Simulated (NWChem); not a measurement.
Program: NWChem. System: C2HF2, charge 0, spin multiplicity 2, at a geometry optimised with UB3LYP/def2-SVP. The structure started from a generated list of species. Its SCF solution wasn't tested for a lower state. Level: UPBE/def2-TZVP.

Job file:

```
start mol
memory heap 200 mb stack 900 mb global 1100 mb
geometry units angstroms nocenter noautoz
  C      0.586555    -1.304507     0.000000
  C      0.066866    -0.099413     0.000000
  F      0.762442     1.021195     0.000000
  F     -1.229905     0.175369     0.000000
  H      0.286637    -2.345559     0.000000
  symmetry group Cs
end
basis spherical
  * library def2-tzvp
end
dft
  xc xpbe96 cpbe96
  odft
  mult 2
  semidirect memsize 60000000 filesize 0
  iterations 100
end
task dft energy
```

Output (cleaned and shortened):

```
             Northwest Computational Chemistry Package (NWChem) 7.3.0
             --------------------------------------------------------

                                NWChem Input Module
                                -------------------

 Scaling coordinates for geometry "geometry" by  1.889725989
 (inverse scale =  0.529177249)

 Turning off AUTOSYM since
 SYMMETRY directive was detected!

                             Geometry "geometry" -> ""
                             -------------------------

 Output coordinates in angstroms (scale by  1.889725989 to convert to a.u.)

  No.       Tag          Charge          X              Y              Z
 ---- ---------------- ---------- -------------- -------------- --------------
    1 C                    6.0000     0.58655500    -1.30450700     0.00000000
    2 C                    6.0000     0.06686600    -0.09941300     0.00000000
    3 F                    9.0000     0.76244200     1.02119500     0.00000000
    4 F                    9.0000    -1.22990500     0.17536900     0.00000000
    5 H                    1.0000     0.28663700    -2.34555900     0.00000000

 Effective nuclear repulsion energy (a.u.)     109.3473629543

            Nuclear Dipole moment (a.u.)
            ----------------------------
        X                 Y               Z
 ---------------- ---------------- ----------------
    -0.0000075589    -0.0000056692     0.0000000000

      Symmetry information
      --------------------

 Group name             Cs
 Group number              2
 Group order               2
 No. of unique centers     5

      Symmetry unique atoms

     1    2    3    4    5


 Summary of "ao basis" -> "" (spherical)
 ------------------------------------------------------------------------------
       Tag                 Description            Shells   Functions and Types
 ---------------- ------------------------------  ------  ---------------------
 *                         def2-tzvp                  on all atoms

  pbe96 is a nonlocal functional; adding pw91lda local functional.

                                 NWChem DFT Module
                                 -----------------

 Summary of "ao basis" -> "ao basis" (spherical)
 ------------------------------------------------------------------------------
       Tag                 Description            Shells   Functions and Types
 ---------------- ------------------------------  ------  ---------------------
 C                         def2-tzvp                11       31   5s3p2d1f
 F                         def2-tzvp                11       31   5s3p2d1f
 H                         def2-tzvp                 4        6   3s1p

 Summary of "ao basis" -> "ao basis" (spherical)
 ------------------------------------------------------------------------------
       Tag                 Description            Shells   Functions and Types
 ---------------- ------------------------------  ------  ---------------------
 C                         def2-tzvp                11       31   5s3p2d1f
 F                         def2-tzvp                11       31   5s3p2d1f
 H                         def2-tzvp                 4        6   3s1p

      Symmetry analysis of basis
      --------------------------

        a'         89
        a"         41

            General Information
            -------------------
          SCF calculation type: DFT
          Wavefunction type:  spin polarized.
          No. of atoms     :     5
          No. of electrons :    31
[...]
   Bfn.  Coefficient  Atom+Function         Bfn.  Coefficient  Atom+Function
  ----- ------------  ---------------      ----- ------------  ---------------
     6      0.370907  1 C  px                12      0.321086  1 C  px
    36      0.308147  2 C  s                  9      0.296053  1 C  px
     4      0.205403  1 C  s                 13     -0.157533  1 C  py
   127     -0.135088  5 H  s                 43      0.123908  2 C  px
    35     -0.120160  2 C  s                100     -0.115848  4 F  py

 Vector   17  Occ=0.000000D+00  E=-1.939832D-02  Symmetry=a"
              MO Center=  3.1D-01, -7.1D-01, -5.7D-15, r^2= 2.1D+00
   Bfn.  Coefficient  Atom+Function         Bfn.  Coefficient  Atom+Function
  ----- ------------  ---------------      ----- ------------  ---------------
    14      0.567801  1 C  pz                45     -0.436688  2 C  pz
    42     -0.412360  2 C  pz                39     -0.399209  2 C  pz
     8      0.298172  1 C  pz                11      0.252771  1 C  pz
   107      0.164505  4 F  pz                76      0.163015  3 F  pz
    70      0.147635  3 F  pz               101      0.144700  4 F  pz

 Vector   18  Occ=0.000000D+00  E= 4.194400D-02  Symmetry=a'
              MO Center=  5.0D-02, -8.6D-01,  2.1D-14, r^2= 5.1D+00
   Bfn.  Coefficient  Atom+Function         Bfn.  Coefficient  Atom+Function
  ----- ------------  ---------------      ----- ------------  ---------------
   127      1.635885  5 H  s                 36      1.148817  2 C  s
     4     -0.775100  1 C  s                  5     -0.727894  1 C  s
    98     -0.705092  4 F  s                 67     -0.691364  3 F  s
    35      0.637242  2 C  s                 13      0.564992  1 C  py
    44      0.408022  2 C  py                43     -0.313921  2 C  px

   alpha - beta orbital overlaps
   -----------------------------

   alpha      1      2      3      4      5      6      7      8      9     10
    beta      1      2      3      4      5      6      7      8      9     11
 overlap   0.999  0.999  1.000  1.000  1.000  1.000  0.995  0.994  0.999  0.996

   alpha     11     12     13     14     15     16     17     18     19     20
    beta     10     13     12     14     16     15     17     18     19     20
 overlap   1.000  0.999  1.000  0.997  0.988  0.997  0.997  0.976  0.975  0.992

   alpha     21     22     23     24     25     26     27     28     29     30
    beta     21     23     22     24     25     26     28     27     29     30
 overlap   0.979  0.962  0.995  0.997  0.996  0.988  0.791  0.802  0.996  0.997

   alpha     31     32     33     34     35     36     37     38     39     40
    beta     31     32     33     34     35     36     37     38     39     40
 overlap   0.991  0.996  0.992  0.957  0.993  0.962  0.999  0.996  0.988  0.996

   alpha     41     42     43     44     45     46     47     48     49     50
    beta     42     41     43     44     45     46     47     49     48     50
 overlap   0.995  0.987  0.893  0.896  0.998  0.993  0.995  0.982  0.997  0.993

   alpha     51     52     53     54     55     56     57     58     59     60
    beta     52     51     53     54     55     56     57     58     59     60
 overlap   0.922  0.997  0.910  0.989  0.987  0.999  0.998  1.000  0.999  0.998

   alpha     61     62     63     64     65     66     67     68     69     70
    beta     61     62     63     64     65     66     67     68     69     70
 overlap   0.990  0.990  0.998  0.999  0.998  0.997  0.995  0.997  0.993  0.988

   alpha     71     72     73     74     75     76     77     78     79     80
    beta     72     71     73     74     75     76     77     78     79     81
 overlap   0.984  0.933  0.920  0.978  0.963  0.959  0.996  0.993  0.993  0.984

   alpha     81     82     83     84     85     86     87     88     89     90
    beta     80     82     83     84     85     86     87     88     89     90
 overlap   0.996  0.889  0.882  0.911  0.957  0.948  0.996  1.000  0.998  1.000

   alpha     91     92     93     94     95     96     97     98     99    100
    beta     91     92     93     94     95     96     97     98     99    100
 overlap   0.999  0.998  0.995  1.000  0.994  0.999  1.000  0.999  0.999  0.998

   alpha    101    102    103    104    105    106    107    108    109    110
    beta    101    102    103    104    105    107    106    108    109    110
 overlap   1.000  1.000  0.999  0.993  0.989  0.993  0.989  1.000  1.000  1.000

   alpha    111    112    113    114    115    116    117    118    119    120
    beta    111    112    114    113    115    116    117    118    119    120
 overlap   1.000  1.000  1.000  1.000  1.000  1.000  1.000  1.000  0.999  0.999

   alpha    121    122    123    124    125    126    127    128    129    130
    beta    121    122    123    124    125    126    127    128    129    130
 overlap   0.998  0.998  1.000  0.998  1.000  0.998  1.000  1.000  1.000  1.000

     --------------------------
     Expectation value of S2:
     --------------------------
      <S2> =      0.7574 (Exact =     0.7500)

 center of mass
 --------------
 x =  -0.02252859 y =   0.10563238 z =   0.00000000

 moments of inertia (a.u.)
 ------------------
         165.282600459503          -2.846607214556           0.000000000000
          -2.846607214556         157.263997398107           0.000000000000
           0.000000000000           0.000000000000         322.546597857610

     Multipole analysis of the density
     ---------------------------------

     L   x y z        total         alpha         beta         nuclear
     -   - - -        -----         -----         ----         -------
     0   0 0 0     -0.000000    -16.000000    -15.000000     31.000000

     1   1 0 0     -0.067510     -0.779762      0.712260     -0.000008
     1   0 1 0     -0.412303      0.975015     -1.387312     -0.000006
     1   0 0 1     -0.000000     -0.000000     -0.000000      0.000000

     2   2 0 0    -17.033027    -48.336629    -43.757044     75.060646
     2   1 1 0      0.109691      2.356564     -1.400653     -0.846221
     2   1 0 1     -0.000000     -0.000000     -0.000000      0.000000
     2   0 2 0    -14.052380    -55.754643    -49.123177     90.825441
     2   0 1 1      0.000000      0.000000     -0.000000      0.000000
     2   0 0 2    -16.292725     -8.501748     -7.790977      0.000000

 Task  times  cpu:        5.6s     wall:        5.6s

 Total times  cpu:        5.6s     wall:        5.6s
```
